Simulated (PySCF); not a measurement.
# Adding and removing an electron: ZnB

UHF-CCSD(T); basis Zn def2-SVP, B def2-SVP; no relativity; PySCF 2.14. Neutral (UHF): doublet (π ↑), Re = 2.249 Å, ωe = 304 cm⁻¹, De = 0.30 eV.

ZnB⁺ (RHF): singlet (closed shell), Re = 2.364 Å, ωe = 344 cm⁻¹, De = 1.77 eV to Zn + B⁺. The energies at the minima are -1802.47563 hartree for ZnB and -1802.23234 for ZnB⁺.

Q: Work out the adiabatic ionisation energy, without and with harmonic zero-point energies (1 hartree = 27.2114 eV, 1 eV = 8065.5 cm⁻¹), and the change of the bond length.

A: At CCSD(T): 0.24329 hartree = 6.620 eV between the minima; the zero-point term (344.0 − 304.0)/2 cm⁻¹ = +0.002 eV makes it 6.623 eV. Re changes by +11.5 pm against the neutral. The electron leaves a π orbital, and the longer bond of the ion fits a bonding orbital, or a change in how ionic the bond is.

Correlated steps freeze 6 core orbitals. Weak bonds: ZnB. Basis-set superposition, not corrected here, can be much of De in a small basis, most of all at correlated wavefunction levels. For an ion De counts to the pair picked by the measured ionisation energies or electron affinities, which need not be the lowest pair at this level. States were picked by a PBE0 search and need not be the measured ground states.

Neutral and ion stand on different kinds of reference determinant, which adds to the error of the difference.
